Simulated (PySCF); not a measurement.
Cartesian coordinates (Å):
```xyz
8

Sc     0.0012    -0.1214     0.1011
Cl    -0.0757    -2.4498     0.1446
N      1.6568     0.8600    -0.3046
H      1.7669     1.8828    -0.3406
H      2.5768     0.4518    -0.5204
N     -1.5889     0.9750     0.4715
H     -2.5316     0.6321     0.7021
H     -1.6336     2.0033     0.4735
```
Charge 0, spin multiplicity 1.

**Question.** Estimate the HOMO, dipole moment, LUMO, total energy, charge on the central atom (meta-Löwdin), charge on the central atom (Mulliken) and HOMO–LUMO gap that TPSSh-D3(BJ)/def2-TZVP // BP86-D3(BJ)/def2-SVP (PySCF) returns for this input.

**Answer.** 
```yaml
HOMO: -6.53 eV
dipole_moment: 3.31 D
LUMO: -1.97 eV
total_energy: -1333.0871 Ha
charge on the central atom (meta-Löwdin): 1.21 e
charge on the central atom (Mulliken): 1.29 e
HOMO–LUMO gap: 4.56 eV
```
